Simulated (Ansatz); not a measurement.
F₅Si−, SMILES `F[Si-](F)(F)(F)F` from Hartree–Fock to CCSD(T)

```csv
atom,x (Å),y (Å),z (Å)
F1,-0.3096,0.0944,-1.6371
Si2,0.0000,0.0000,0.0000
F3,-0.2644,-1.6053,-0.0427
F4,-1.2332,1.0211,0.2920
F5,0.3090,-0.0946,1.6372
F6,1.4982,0.5844,-0.2494
```

Charge -1, multiplicity 1. The geometry is a stationary point of PBE0-D4/def2-TZVPD. Frozen core, restricted reference, the Gaussian-basis code of Ansatz. CBS rows extrapolate triple and quadruple zeta; past MP2 they add the triple-zeta difference.

| basis | HF (Eh) | MP2 corr. |
| --- | --- | --- |
| def2-SVPD | -786.02772 | -1.08872 |
| def2-TZVPPD | -786.75090 | -1.39555 |
| def2-QZVPPD | -786.78221 | -1.52286 |

Q: Estimate the CCSD correlation energy and the (T) correction in each basis where they were run (hartree).

A: 
```tsv
basis	CCSD corr.	(T)
def2-SVPD	-1.09567	-0.02291
def2-TZVPPD	-1.39395	-0.04067
CBS(def2)	-1.61557	as TZ
```
